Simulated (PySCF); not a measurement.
B2H4, SMILES BB.

Coordinates come from a PBE-D3(BJ)/def2-TZVP optimisation.

All values below come from PySCF with PBE-D3(BJ)/def2-TZVP.

Frequencies are harmonic and unscaled.

Modes within 1.5 cm⁻¹ of each other (mostly degenerate sets) share a row, with their intensities summed.

Question: Give all harmonic wavenumbers and intensities. (The exact figures need the calculation; the answer reports its results.)

Answer: 
```json
[
 {"mode": "1–2", "ν (cm⁻¹)": "334", "IR (km/mol)": "2.4", "moving atoms (share of kinetic energy)": "H 87 %, B 13 %"},
 {"mode": "3", "ν (cm⁻¹)": "591", "IR (km/mol)": "0.0", "moving atoms (share of kinetic energy)": "H 100 %"},
 {"mode": "4", "ν (cm⁻¹)": "875", "IR (km/mol)": "0.0", "moving atoms (share of kinetic energy)": "B 54 %, H 46 %"},
 {"mode": "5–6", "ν (cm⁻¹)": "952", "IR (km/mol)": "42.5", "moving atoms (share of kinetic energy)": "H 65 %, B 35 %"},
 {"mode": "7", "ν (cm⁻¹)": "1070", "IR (km/mol)": "0.1", "moving atoms (share of kinetic energy)": "H 89 %, B 11 %"},
 {"mode": "8", "ν (cm⁻¹)": "1145", "IR (km/mol)": "0.0", "moving atoms (share of kinetic energy)": "H 61 %, B 39 %"},
 {"mode": "9", "ν (cm⁻¹)": "2491", "IR (km/mol)": "41.1", "moving atoms (share of kinetic energy)": "H 95 %"},
 {"mode": "10", "ν (cm⁻¹)": "2511", "IR (km/mol)": "0.0", "moving atoms (share of kinetic energy)": "H 94 %"},
 {"mode": "11–12", "ν (cm⁻¹)": "2558", "IR (km/mol)": "112.1", "moving atoms (share of kinetic energy)": "H 89 %, B 11 %"}
]
```
